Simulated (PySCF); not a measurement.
Gas-phase equilibrium of 1 mol GeCl₄, 19 mol H₂ at 600 K and 0.0100 bar, among 17 species (GeH₄, Ge₂H₆, GeH₃Cl, HCl, GeCl₃, H, H₂, Ge₃H₈, GeHCl₃, GeH₃, GeCl₄, Cl, Cl₂, GeCl₂, GeHCl, GeH₂, GeH₂Cl₂). Only gases are allowed; each row takes one source of thermochemistry for all species, and Cantera finds the minimum.

Energies from PySCF, thermal terms from the rigid-rotor harmonic-oscillator model, ideal gas at 1 bar. † marks an energy on the PBE0/def2-TZVP geometry and frequencies; other levels use their own. MP2 freezes the core. 6-31G* has spherical d functions here. The species in the table below are closed-shell singlets. B3LYP is the form with VWN-RPA correlation. Ge: all electrons, no relativistic terms. MP2 isn't extrapolated to the basis-set limit. The harmonic model lacks anharmonicity and excited electronic states, which grow with temperature; levels with a mode under 35 cm⁻¹ are left out.

Molecules larger than those listed are left out, and so are free Ge atoms, whose spin-orbit terms are large.

With B3LYP/6-31G* thermochemistry: H₂ 0.86, HCl 0.095, GeCl₂ 0.047, GeCl₄ 0.00029, GeHCl₃ 6.1e-6, GeH₂Cl₂ 6.3e-9.

How far does the composition move with the other sources (B3LYP/def2-TZVP†, BLYP/def2-TZVP†, M06-2X/def2-TZVP†, MP2/def2-TZVPP†, ωB97X-V/def2-TZVP†)?


| thermochemistry | x H₂ | x HCl | x GeCl₂ | x GeCl₄ | x GeHCl₃ | x GeH₂Cl₂ |
|---|---|---|---|---|---|---|
| B3LYP/6-31G* | 0.86 | 0.095 | 0.047 | 0.00029 | 6.1e-6 | 6.3e-9 |
| B3LYP/def2-TZVP† | 0.86 | 0.095 | 0.048 | 2.2e-5 | 2.9e-6 | 1.8e-8 |
| BLYP/def2-TZVP† | 0.86 | 0.095 | 0.048 | 2.5e-7 | 2.5e-8 | 1.1e-10 |
| M06-2X/def2-TZVP† | 0.94 | 0.012 | 0.0058 | 0.043 | 0.00071 | 6.4e-7 |
| MP2/def2-TZVPP† | 0.94 | 0.012 | 0.0046 | 0.042 | 0.0029 | 1.8e-5 |
| ωB97X-V/def2-TZVP† | 0.92 | 0.030 | 0.014 | 0.033 | 0.0031 | 2.0e-5 |
The most sensitive of these is GeH₂Cl₂: it spans a factor of 10^5.3 over these rows; at this temperature one factor of ten is RT ln 10 = 11 kJ/mol.
